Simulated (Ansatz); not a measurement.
Consider the atomization: `CC(N)O[SiH3]` → 2 C• + 9 H• + N• + O• + Si•.

Gas-phase electronic energies from Ansatz, PBE0-D4/def2-TZVP geometries. CCSD(T)/CBS adds triple-zeta CCSD(T) − MP2 to the extrapolated MP2 energy (def2 sets, frozen cores). This one scheme is used for every species, atoms too. For atomizations the MP2-based limit and the directly extrapolated one differ by several kJ/mol either way, and by 10 to 25 for some Ge, Se and Sn compounds, so smaller differences from it don't rank the levels. DFT in def2-TZVPP. No spin–orbit coupling; open shells (•) take unrestricted orbitals. Spin–orbit coupling would lower the free atoms: a little for C, O, Si. One conformer a species, not always the lowest.

| level | ΔE (eV) |
| --- | --- |
| LC-ωPBE | 52.46 |
| CCSD(T)/def2-SVP | 49.76 |
| CCSD(T)/def2-TZVPP | 51.42 |
| MP2/CBS(def2) | 53.30 |

Problem. What does CCSD(T)/CBS give? (An estimate is asked.)

Solution. Ansatz gave: +52.81 eV. The listed levels differ from it by -0.35, -3.05, -1.39, 0.49 eV.

Largest T1 diagnostic among the species: 0.012.

The D4 term adds +0.44 eV with B3LYP and +0.23 eV with PBE0; it sums over pairs of atoms, weighted by their polarisabilities, and B3LYP, whose exchange is more repulsive, gets the larger term. From r2SCAN to r2SCAN0 (25 % exact exchange), in def2-TZVPP and without D4, ΔE moves by −0.70 eV: exact exchange takes away binding that semilocal exchange gives to molecules. Leaving LDA and LC-ωPBE aside and taking each functional with its dispersion term where it has one, the values, not all of them listed here, spread over 1.99 eV, from BHLYP-D4 to PBE-D4. LDA lies +6.91 eV from PBE without D4, its usual overbinding.

B3LYP here is the variant with VWN-RPA as its local correlation; programs differ in this.
